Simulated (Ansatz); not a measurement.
`C[Si](C)(C)C#Cc1ccc(-c2ccc(-c3ccc(C#C[Si](C)(C)C)nc3)nc2)nc1`. Charge 0, multiplicity 3. Geometry r2SCAN-D4/def2-SVP, that of the neutral singlet; atoms count from 1.

```xyz
57

C     5.9990   -0.7522   -9.0214
Si    5.8025   -2.2613   -7.9197
C     4.9562   -3.6549   -8.8538
C     7.4696   -2.8240   -7.2619
C     4.7363   -1.7958   -6.4859
C     4.0161   -1.4849   -5.5397
C     3.1863   -1.1358   -4.4434
C     2.1698   -0.1638   -4.5490
C     1.3880    0.1308   -3.4405
C     1.6199   -0.5474   -2.2261
C     0.8256   -0.2940   -1.0071
C     1.1336   -0.9582    0.1943
C     0.3774   -0.7132    1.3319
C    -0.6958    0.1994    1.2680
C    -1.5487    0.5087    2.4340
C    -1.4189   -0.1305    3.6797
C    -2.2641    0.2215    4.7239
C    -3.2389    1.2183    4.5057
C    -4.1233    1.5978    5.5620
C    -4.8701    1.9039    6.4874
Si   -6.0216    2.4066    7.8392
C    -5.7163    4.2197    8.2256
C    -5.6741    1.3419    9.3483
C    -7.7820    2.1454    7.2374
N    -3.3757    1.8412    3.3164
C    -2.5594    1.4915    2.3301
N    -0.9915    0.8372    0.1195
C    -0.2637    0.5999   -0.9632
N     2.5948   -1.4721   -2.1237
C     3.3427   -1.7533   -3.1787
H     6.6286   -0.9873   -9.8958
H     5.0229   -0.4001   -9.3919
H     6.4728    0.0799   -8.4764
H     3.9659   -3.3433   -9.2227
H     4.8130   -4.5368   -8.2091
H     5.5608   -3.9640   -9.7230
H     7.3612   -3.6939   -6.5945
H     7.9647   -2.0216   -6.6919
H     8.1374   -3.1135   -8.0904
H     2.0076    0.3495   -5.5003
H     0.6037    0.8855   -3.5227
H     1.9713   -1.6596    0.2031
H     0.6264   -1.2270    2.2629
H    -0.6670   -0.9072    3.8412
H    -2.1878   -0.2598    5.7017
H    -4.6792    4.3871    8.5575
H    -5.8904    4.8475    7.3371
H    -6.3906    4.5670    9.0264
H    -6.3451    1.6133   10.1805
H    -4.6361    1.4694    9.6954
H    -5.8262    0.2735    9.1257
H    -8.5079    2.4415    8.0132
H    -7.9837    2.7445    6.3351
H    -7.9643    1.0882    6.9866
H    -2.6857    2.0059    1.3716
H    -0.5693    1.1527   -1.8604
H     4.1230   -2.5137   -3.0483
```

Single mean-field runs in def2-TZVP are fitted with def2-universal-jkfit. At PBE0-D4/def2-TZVP a singlet of charge 0 lies 2.64 eV below the triplet at the same geometry.

Q: Estimate the Mulliken populations of the heavy atoms from the PBE0/def2-TZVP orbitals of Ansatz.

A: 
```json
{"atom": "C1", "charge (e)": "-0.48", "spin (α − β)": "0.00"}
{"atom": "Si2", "charge (e)": "0.33", "spin (α − β)": "0.00"}
{"atom": "C3", "charge (e)": "-0.48", "spin (α − β)": "0.01"}
{"atom": "C4", "charge (e)": "-0.48", "spin (α − β)": "0.00"}
{"atom": "C5", "charge (e)": "0.05", "spin (α − β)": "0.21"}
{"atom": "C6", "charge (e)": "0.00", "spin (α − β)": "-0.12"}
{"atom": "C7", "charge (e)": "-0.07", "spin (α − β)": "0.27"}
{"atom": "C8", "charge (e)": "-0.21", "spin (α − β)": "-0.06"}
{"atom": "C9", "charge (e)": "-0.18", "spin (α − β)": "0.15"}
{"atom": "C10", "charge (e)": "0.26", "spin (α − β)": "0.04"}
{"atom": "C11", "charge (e)": "0.08", "spin (α − β)": "0.32"}
{"atom": "C12", "charge (e)": "-0.24", "spin (α − β)": "0.05"}
{"atom": "C13", "charge (e)": "-0.17", "spin (α − β)": "0.09"}
{"atom": "C14", "charge (e)": "0.27", "spin (α − β)": "0.31"}
{"atom": "C15", "charge (e)": "0.08", "spin (α − β)": "0.04"}
{"atom": "C16", "charge (e)": "-0.14", "spin (α − β)": "0.15"}
{"atom": "C17", "charge (e)": "-0.18", "spin (α − β)": "-0.07"}
{"atom": "C18", "charge (e)": "-0.04", "spin (α − β)": "0.26"}
{"atom": "C19", "charge (e)": "-0.03", "spin (α − β)": "-0.11"}
{"atom": "C20", "charge (e)": "0.10", "spin (α − β)": "0.22"}
{"atom": "Si21", "charge (e)": "0.34", "spin (α − β)": "0.00"}
{"atom": "C22", "charge (e)": "-0.48", "spin (α − β)": "0.00"}
{"atom": "C23", "charge (e)": "-0.48", "spin (α − β)": "0.00"}
{"atom": "C24", "charge (e)": "-0.48", "spin (α − β)": "0.00"}
{"atom": "N25", "charge (e)": "-0.21", "spin (α − β)": "-0.07"}
{"atom": "C26", "charge (e)": "-0.12", "spin (α − β)": "0.17"}
{"atom": "N27", "charge (e)": "-0.22", "spin (α − β)": "0.01"}
{"atom": "C28", "charge (e)": "-0.10", "spin (α − β)": "0.11"}
{"atom": "N29", "charge (e)": "-0.22", "spin (α − β)": "0.11"}
{"atom": "C30", "charge (e)": "-0.12", "spin (α − β)": "-0.05"}
```
Mulliken values depend strongly on the basis.

Q: Where does the spin sit?

A: Summed by element: C 1.98, Si 0.00, N 0.05, H -0.03, of 2 unpaired in all. Largest on single atoms: C11 0.32, C14 0.31, C7 0.27.

Q: And the Mayer bond orders between heavy atoms (over 0.3)?

A: C1–Si2 1.01 (1.88 Å); Si2–C3 1.01 (1.88 Å); Si2–C4 1.01 (1.88 Å); Si2–C5 0.99 (1.85 Å); C5–C6 2.49 (1.23 Å); C6–C7 1.21 (1.42 Å); C7–C8 1.27 (1.41 Å); C7–C30 1.25 (1.42 Å); C8–C9 1.53 (1.39 Å); C9–C10 1.24 (1.41 Å); C10–C11 1.16 (1.48 Å); C10–N29 1.25 (1.35 Å); C11–C12 1.18 (1.41 Å); C11–C28 1.13 (1.41 Å); C12–C13 1.60 (1.39 Å); C13–C14 1.16 (1.41 Å); C14–C15 1.17 (1.48 Å); C14–N27 1.18 (1.35 Å); C15–C16 1.25 (1.41 Å); C15–C26 1.21 (1.41 Å); C16–C17 1.52 (1.39 Å); C17–C18 1.30 (1.41 Å); C18–C19 1.33 (1.43 Å); C18–N25 1.29 (1.35 Å); C19–C20 2.50 (1.23 Å); C20–Si21 0.98 (1.85 Å); Si21–C22 1.01 (1.88 Å); Si21–C23 1.00 (1.88 Å); Si21–C24 1.01 (1.88 Å); N25–C26 1.64 (1.33 Å); N27–C28 1.75 (1.33 Å); N29–C30 1.66 (1.32 Å).
